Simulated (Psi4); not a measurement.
AgCl (SMILES [Cl][Ag]), singlet, at a GFN2-xTB geometry (such geometries of metal compounds can be far from the true shape) (core potentials on Ag); Psi4 1.11 with HF/def2-TZVP.

Here is a job for Psi4.
```
memory 2 GB

molecule mol {
0 1
  Ag   -0.000000   -0.000000   -0.587250
  Cl    0.000000    0.000000    1.623573
}

set basis def2-tzvp
set reference rhf
set damping_percentage 50

energy('scf')
print_variables()
```

Output, abridged:

```
   => Loading Basis Set <=

    Name: DEF2-TZVP
    Role: ORBITAL
    Keyword: BASIS

    !!!  WARNING: ECP capability is in beta. Please check occupations closely.  !!!

         ---------------------------------------------------------
                                   SCF
               by Justin Turney, Rob Parrish, Andy Simmonett
                          and Daniel G. A. Smith
                              RHF Reference
         ---------------------------------------------------------

  ==> Geometry <==

    Molecular point group: c2v
    Full point group: C_inf_v

    Geometry (in Angstrom), charge = 0, multiplicity = 1:

       Center              X                  Y                   Z               Mass
    ------------   -----------------  -----------------  -----------------  -----------------
         AG           0.000000000000     0.000000000000    -0.544919958236   106.905091600000
         CL           0.000000000000     0.000000000000     1.665903041764    34.968852682000

  Running in c2v symmetry.

  Rotational constants: A = ************  B =      0.13089  C =      0.13089 [cm^-1]
  Rotational constants: A = ************  B =   3924.02821  C =   3924.02821 [MHz]
  Nuclear repulsion =   77.312493603698712

  Charge       = 0
  Multiplicity = 1
  Electrons    = 36
  Nalpha       = 18
  Nbeta        = 18

  ==> Algorithm <==

  SCF Algorithm Type is DF.
  DIIS enabled.
  MOM disabled.
  Fractional occupation disabled.
  Guess Type is SAD.
  Energy threshold   = 1.00e-06
  Density threshold  = 1.00e-06
  Integral threshold = 1.00e-12

  ==> Primary Basis <==

  Basis Set: DEF2-TZVP
    Blend: DEF2-TZVP
    Number of shells: 27
    Number of basis functions: 77
    Number of Cartesian functions: 88
    Spherical Harmonics?: true
    Max angular momentum: 3

  Core potential: DEF2-TZVP
    Number of shells: 4
    Number of ECP primitives: 14
    Number of ECP core electrons: 28
    Max angular momentum: 3

   => Loading Basis Set <=

    Name: (DEF2-TZVP AUX)
    Role: JKFIT
    Keyword: DF_BASIS_SCF

  ==> Integral Setup <==

  SCF_SUBTYPE=INCORE selected. In-core MEM_DF algorithm will be used.
  Using in-core AOs.

  ==> MemDFJK: Density-Fitted J/K Matrices <==

    J tasked:                   Yes
    K tasked:                   Yes
    wK tasked:                   No
    Algorithm:                 Core
    Schwarz Cutoff:           1E-12
    Mask sparsity (%):       0.6409
    Fitting Condition:        1E-10

   => Auxiliary Basis Set <=

  Basis Set: (DEF2-TZVP AUX)
    Blend: DEF2-UNIVERSAL-JKFIT
    Number of shells: 87
    Number of basis functions: 383
    Number of Cartesian functions: 539
    Spherical Harmonics?: true
    Max angular momentum: 6

  Minimum eigenvalue in the overlap matrix is 1.1820070507E-02.
  Reciprocal condition number of the overlap matrix is 3.1541463072E-03.
    Using symmetric orthogonalization.

  ==> Pre-Iterations <==

  SCF Guess: Superposition of Atomic Densities via on-the-fly atomic UHF (no occupation information).

   -------------------------
    Irrep   Nso     Nmo
   -------------------------
     A1        34      34
     A2         7       7
     B1        18      18
     B2        18      18
   -------------------------
    Total      77      77
   -------------------------

  ==> Iterations <==

                           Total Energy        Delta E     RMS |[F,P]|

   @DF-RHF iter SAD:  -605.15936994589902   -6.05159e+02   0.00000e+00
   @DF-RHF iter   1:  -605.60475053215600   -4.45381e-01   7.66368e-03 ADIIS/DIIS
   @DF-RHF iter   2:  -605.65604814821700   -5.12976e-02   3.88654e-03 ADIIS/DIIS/DAMP=50%
   @DF-RHF iter   3:  -605.29913428432360    3.56914e-01   1.50455e-03 ADIIS/DIIS/DAMP=50%
   @DF-RHF iter   4:  -605.54809180541963   -2.48958e-01   1.36002e-03 ADIIS/DIIS/DAMP=50%
   @DF-RHF iter   5:  -605.57532988906405   -2.72381e-02   7.64748e-04 ADIIS/DIIS/DAMP=50%
[...]
   @DF-RHF iter  74:  -605.66705808094343   -2.83337e-04   1.54617e-04 ADIIS/DIIS/DAMP=50%
   @DF-RHF iter  75:  -605.66685272751454    2.05353e-04   1.34462e-04 ADIIS/DIIS/DAMP=50%
   @DF-RHF iter  76:  -605.66661558348039    2.37144e-04   1.22915e-04 ADIIS/DIIS/DAMP=50%
   @DF-RHF iter  77:  -605.66651222188307    1.03362e-04   1.22021e-04 ADIIS/DIIS/DAMP=50%
   @DF-RHF iter  78:  -605.66624272189654    2.69500e-04   1.18865e-04 ADIIS/DIIS/DAMP=50%
   @DF-RHF iter  79:  -605.66640742549635   -1.64704e-04   1.34167e-04 ADIIS/DIIS/DAMP=50%
   @DF-RHF iter  80:  -605.66646866992960   -6.12444e-05   1.41381e-04 ADIIS/DIIS/DAMP=50%
   @DF-RHF iter  81:  -605.66695326496608   -4.84595e-04   1.54397e-04 ADIIS/DIIS/DAMP=50%
   @DF-RHF iter  82:  -605.66701036973222   -5.71048e-05   1.40028e-04 ADIIS/DIIS/DAMP=50%
   @DF-RHF iter  83:  -605.66633504923630    6.75320e-04   1.17045e-04 ADIIS/DIIS/DAMP=50%
   @DF-RHF iter  84:  -605.66738445874489   -1.04941e-03   1.41033e-04 ADIIS/DIIS/DAMP=50%
   @DF-RHF iter  85:  -605.66523820499458    2.14625e-03   8.37371e-05 DIIS/DAMP=50%
   @DF-RHF iter  86:  -605.66612043108012   -8.82226e-04   1.37355e-04 ADIIS/DIIS/DAMP=50%
   @DF-RHF iter  87:  -605.66745560400534   -1.33517e-03   1.71520e-04 ADIIS/DIIS/DAMP=50%
   @DF-RHF iter  88:  -605.66671379223033    7.41812e-04   1.23075e-04 ADIIS/DIIS/DAMP=50%
   @DF-RHF iter  89:  -605.66636494003740    3.48852e-04   1.06196e-04 ADIIS/DIIS/DAMP=50%
   @DF-RHF iter  90:  -605.66662014562655   -2.55206e-04   1.21296e-04 ADIIS/DIIS/DAMP=50%
   @DF-RHF iter  91:  -605.66653629662437    8.38490e-05   1.18544e-04 ADIIS/DIIS/DAMP=50%
   @DF-RHF iter  92:  -605.66625953363780    2.76763e-04   1.15770e-04 ADIIS/DIIS/DAMP=50%
   @DF-RHF iter  93:  -605.66631761539975   -5.80818e-05   1.31676e-04 ADIIS/DIIS/DAMP=50%
   @DF-RHF iter  94:  -605.66655660158324   -2.38986e-04   1.41569e-04 ADIIS/DIIS/DAMP=50%
   @DF-RHF iter  95:  -605.66658553453590   -2.89330e-05   1.42323e-04 ADIIS/DIIS/DAMP=50%
   @DF-RHF iter  96:  -605.66661073679143   -2.52023e-05   1.42839e-04 ADIIS/DIIS/DAMP=50%
   @DF-RHF iter  97:  -605.66670419150887   -9.34547e-05   1.43443e-04 ADIIS/DIIS/DAMP=50%
   @DF-RHF iter  98:  -605.66690502267807   -2.00831e-04   1.39819e-04 ADIIS/DIIS/DAMP=50%
   @DF-RHF iter  99:  -605.66683092243193    7.41002e-05   1.33470e-04 ADIIS/DIIS/DAMP=50%
   @DF-RHF iter 100:  -605.66560657843092    1.22434e-03   1.00125e-04 ADIIS/DIIS/DAMP=50%

PsiException: Could not converge SCF iterations in 100 iterations.

  Failed to converge.

Traceback (most recent call last):
  File "psi4", line 375, in <module>
  File "<string>", line 24, in <module>
  File "site-packages/psi4/driver/driver.py", line 533, in energy
  File "site-packages/psi4/driver/procrouting/proc.py", line 2760, in run_scf
  File "site-packages/psi4/driver/procrouting/proc.py", line 2047, in scf_helper
  File "site-packages/psi4/driver/procrouting/scf_proc/scf_iterator.py", line 93, in scf_compute_energy
  File "site-packages/psi4/driver/procrouting/scf_proc/scf_iterator.py", line 86, in scf_compute_energy
  File "site-packages/psi4/driver/procrouting/scf_proc/scf_iterator.py", line 609, in scf_iterate

psi4.driver.p4util.exceptions.SCFConvergenceError: Could not converge SCF iterations in 100 iterations.

Printing out the relevant lines from the Psithon --> Python processed input file:
    ""","mol")
    core.IO.set_default_namespace("mol")
    core.set_global_option("BASIS", "def2-tzvp")
    core.set_global_option("REFERENCE", "rhf")
    core.set_global_option("DAMPING_PERCENTAGE", 50)
--> energy('scf')
    print_variables()

!-------------------------------------------------------!
!                                                       !
!  Could not converge SCF iterations in 100 iterations. !
!                                                       !
!-------------------------------------------------------!
```

Convergence was not reached.
